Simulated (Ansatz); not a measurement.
Single points on the cluster Mg2Si2⁻.

```yaml
crystal:
  periodic: [false, false, false]
  atoms:
    - {symbol: Mg, position_ang: [-0.924572, 1.918894, -0.961426]}
    - {symbol: Mg, position_ang: [0.927909, -1.926512, 0.965019]}
    - {symbol: Si, position_ang: [0.980758, 0.191020, -0.573395]}
    - {symbol: Si, position_ang: [-0.984094, -0.183392, 0.569792]}
basis:
  gaussian: {orbitals: def2-TZVPD, initial_orbitals: start.molden}
total_charge: -1
magnetization: {spin_polarized: true, initial_magnetization: 1}
correlation: {method: mp2}
scf: {omitted_lower_state_checks: [starts]}
output: {orbitals: {seedname: orbitals}}
```

The file start.molden holds the orbitals of an earlier run on this structure, at another level or in another basis.

```sh
$ ansatz run in.yaml --threads 4 --pin off --events-out ev --progress --plain --max-ram 3916MiB
```

Shortened log:

```
Functional definition: HF
1140 factors; integrals over basis functions are off by at most 7.2e-4 eV
mean field evaluation 1: about -26586.2167 eV, gradient 2.0e1 eV
mean field evaluation 2: about -26586.9522 eV, gradient 1.2e0 eV
mean field evaluation 4: about -26587.1564 eV, gradient 5.9e-1 eV
mean field evaluation 8: about -26587.1656 eV, gradient 1.8e-1 eV
mean field evaluation 16: about -26587.1677 eV, gradient 2.4e-6 eV
mean field -26587.16770379 eV, -977.0603916848 hartree, gradient 2.9e-6 eV, S^2 1.894060; 0 other end points of the search recorded, 0 dependent functions left out
12 core orbitals not correlated: weight in the atoms' cores, before any rotation towards them, 1.000 or more for the frozen orbitals, at most 0.000 for the correlated occupied ones
reference -26587.16770379 eV, -977.0603916848 hartree; 15, 14 occupied and 129, 130 virtual orbitals, 1140 factors
second order -16.23724225 eV of doubles, -0.00000000 eV of singles
Total energy: -26603.40494605 eV, -977.6570993316 hartree
Checks for a lower state left out: starts
```

Run time 2.6 s (4 threads of Arm Neoverse V2 on a shared host).

First input, but with `hamiltonian: {xc: {name: revPBE}, dispersion: d4}` and without the key `correlation` (abridged; 2.8 s):

```
Functional definition: revPBE
mean field -26638.55313803 eV, -978.9487715626 hartree, gradient 7.7e-6 eV, S^2 1.135180
Total energy: -26638.90377902 eV, -978.9616573813 hartree
Checks for a lower state left out: starts
```

First input, but with `gaussian: {orbitals: def2-SVPD, initial_orbitals: start.molden}`, `hamiltonian: {xc: pbe0, dispersion: d4}` and without the key `correlation` (abridged; 2.7 s):

```
Functional definition: PBE0
mean field -26622.52066122 eV, -978.3595889070 hartree, gradient 2.2e-5 eV, S^2 1.431431
Total energy: -26622.66461242 eV, -978.3648790162 hartree
Checks for a lower state left out: starts
```

As the first input, with `hamiltonian: {xc: {name: PBE-QIDH}}` and without the key `correlation`, `output` (abridged; 4.6 s):

```
Functional definition: PBE-QIDH
mean field -26618.60698246 eV, -978.2157638656 hartree, gradient 5.1e-6 eV, S^2 1.664509
12 core orbitals not correlated: weight in the atoms' cores, before any rotation towards them, 1.000 or more for the frozen orbitals, at most 0.000 for the correlated occupied ones
second order -18.52289143 eV of doubles, -0.00000000 eV of singles
Total energy: -26624.78129286 eV, -978.4426655875 hartree
Checks for a lower state left out: starts
```

The first input with `hamiltonian: {xc: pbe0, dispersion: d4}` and without the key `correlation` (abridged; 3.2 s):

```
Functional definition: PBE0
mean field -26631.70020035 eV, -978.6969307481 hartree, gradient 2.1e-5 eV, S^2 1.399605
Total energy: -26631.84414911 eV, -978.7022207674 hartree
Checks for a lower state left out: starts
```

First input, but with `hamiltonian: {xc: r2scan, dispersion: d4}` and without the key `correlation` (abridged; 6 s):

```
Functional definition: r2SCAN
mean field -26641.16707604 eV, -979.0448320128 hartree, gradient 2.7e-5 eV, S^2 1.454869
Total energy: -26641.19791236 eV, -979.0459652268 hartree
Checks for a lower state left out: starts
```

Geometry: r2SCAN-D4/def2-TZVPD.

Correlated methods freeze 12 core orbitals; core or outer-core shells of Mg are correlated, in sets that lack core-valence functions. At MP2/def2-TZVPD, revPBE-D4/def2-TZVPD, PBE0-D4/def2-SVPD, PBE-QIDH/def2-TZVPD and others the charge -1 doublet is spin-contaminated (final ⟨S²⟩ up to 1.89, 0.75 for a pure state). At revPBE-D4/def2-TZVPD the highest occupied level of the charge -1 doublet lies above zero (up to 0.11 eV). It is a level of α spin, whose loss leaves a singlet; that state wasn't run at this geometry and level. The electron is either unbound and held by the finite basis, or the level is raised by self-interaction error. The geometry of the doublet was relaxed on an unsound state (⟨S²⟩ 1.45, where a pure state has 0.75). The structure comes from a short search, and lower isomers may exist.
